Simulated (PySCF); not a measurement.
Zn(F)(OSiH3) (FH3OSiZn), SMILES [F][Zn][O][SiH3].

Coordinates come from a r2SCAN-D4/def2-SVP optimisation. The structure was generated by enumeration; whether it is a known compound was not checked. One conformer was computed; it need not be the lowest.

Computed with PySCF with PBE/def2-TZVP.

The molecule is in vacuum.

- total energy = -2245.33379 hartree
- point group = Cs
- highest occupied level = -7.19 eV
- lowest empty level = -2.64 eV
- orbital gap = 4.55 eV
- dipole moment = 0.70 D
- quadrupole, principal values (traceless, Buckingham form, about the centre of nuclear charge) = -10.68, 5.09, 5.59 D·Å
- mean static polarisability = 51.1 bohr³ (7.57 Å³)
- polarisability, principal values = 43.5, 43.6, 66.2 bohr³
